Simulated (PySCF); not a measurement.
# Multinuclear NMR of C$_{2}$H$_{6}$O$_{3}$Si$_{2}$

Molfile (atoms numbered from 1):
```
C2H6O3Si2
     RDKit          3D

 13 13  0  0  0  0  0  0  0  0999 V2000
    2.2022   -0.3044   -0.1244 C   0  0  0  0  0  0  0  0  0  0  0  0
    0.5932    0.1056    0.7653 Si  0  0  2  0  0  4  0  0  0  0  0  0
   -0.5409   -1.0623    0.4907 O   0  0  0  0  0  0  0  0  0  0  0  0
   -1.9249   -0.6193   -0.2541 Si  0  0  0  0  0  4  0  0  0  0  0  0
   -1.3944    1.2269   -0.4553 C   0  0  0  0  0  0  0  0  0  0  0  0
   -1.9843    2.1457   -0.9488 O   0  0  0  0  0  0  0  0  0  0  0  0
   -0.1556    1.4006    0.0706 O   0  0  0  0  0  0  0  0  0  0  0  0
    2.0518   -0.4601   -1.1901 H   0  0  0  0  0  0  0  0  0  0  0  0
    2.9184    0.5011   -0.0018 H   0  0  0  0  0  0  0  0  0  0  0  0
    2.6439   -1.2051    0.2876 H   0  0  0  0  0  0  0  0  0  0  0  0
    0.6173    0.3369    2.1995 H   0  0  0  0  0  0  0  0  0  0  0  0
   -3.0285   -0.7656    0.6796 H   0  0  0  0  0  0  0  0  0  0  0  0
   -2.0027   -1.2997   -1.5364 H   0  0  0  0  0  0  0  0  0  0  0  0
  1  2  1  0
  2  3  1  0
  3  4  1  0
  4  5  1  0
  5  6  2  0
  5  7  1  0
  7  2  1  0
  1  8  1  0
  1  9  1  0
  1 10  1  0
  2 11  1  1
  4 12  1  0
  4 13  1  0
M  END
```

[PySCF: coordinates at the GFN2-xTB level; NMR shieldings at PBE0/pcSseg-1/GIAO; gas phase; one averaged value for each set of equivalent atoms; no relativistic terms; one computed conformer]

Problem. What are the $^{29}$Si shifts?

Solution. 
| atoms | environment | σ (ppm) | δ (ppm) |
| --- | --- | --- | --- |
| Si2 | silicon bonded to C, 2 O, H, in a 5-membered ring | 348.6 | -6.6 |
| Si4 | silicon bonded to C, O, 2 H, in a 5-membered ring | 400.6 | -49.3 |

Shieldings were converted by a linear fit to measured shifts: $^{29}$Si: δ = 279.94 − 0.822σ (rms 8.9 ppm, 72 shifts, 25.8 ppm with the 6 outliers that the fit left out vs TMS, solution or neat liquid). Occasional misses reach two or three times the rms, and more in compound classes unlike the fitted ones.

On a 300 MHz spectrometer $^{29}$Si resonates near 59.6 MHz, so 1 ppm is 59.6 Hz.

Problem. Where does $^{17}$O resonate?

Solution. 
```
atoms                                   environment  σ (ppm)  δ (ppm)
   O6                               carbonyl oxygen   -220.6    467.7
   O7  oxygen bonded to C, Si, in a 5-membered ring     66.5    206.2
   O3   oxygen bonded to 2 Si, in a 5-membered ring    280.8     10.9
```

Shieldings were converted by a linear fit to measured shifts: $^{17}$O: δ = 266.70 − 0.911σ (rms 10.7 ppm, 155 shifts, 12.2 ppm with the 3 outliers that the fit left out vs liquid water, solution or neat liquid). A few per cent of atoms miss by over 2 rms, more outside the fitted compound classes.

On a 300 MHz spectrometer $^{17}$O resonates near 40.7 MHz, so 1 ppm is 40.7 Hz.
